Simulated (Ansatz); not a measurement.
Cl3H3SSi2, SMILES `Cl[SiH2]S[SiH](Cl)Cl` at its PBE0-D4/def2-TZVP geometry, where that method's forces vanish. Charge 0, multiplicity 1.

```xyz
9

Cl   -2.3637   -0.9672    0.9145
Si   -1.5781    0.4959   -0.2789
S     0.2024    1.3496    0.5331
Si    1.6415   -0.1831    0.2794
Cl    1.3241   -1.7594    1.5288
Cl    1.6795   -0.8931   -1.6331
H    -1.3264   -0.0899   -1.6095
H    -2.5269    1.6272   -0.3282
H     2.9476    0.4200    0.5939
```

**Question.** What forces (eV/Å) does r2SCAN-D4/def2-TZVPP give on these atoms in the Gaussian-basis code of Ansatz? (Estimate.)

**Answer.** Ansatz gave: 
```
Cl1 -0.042 -0.054  0.035
Si2 -0.035  0.037 -0.053
S3   0.004  0.085  0.021
Si4  0.075  0.039  0.014
Cl5  0.001 -0.067  0.060
Cl6  0.020 -0.028 -0.078
H7  -0.013  0.020  0.016
H8   0.019 -0.022 -0.009
H9  -0.030 -0.010 -0.006
```
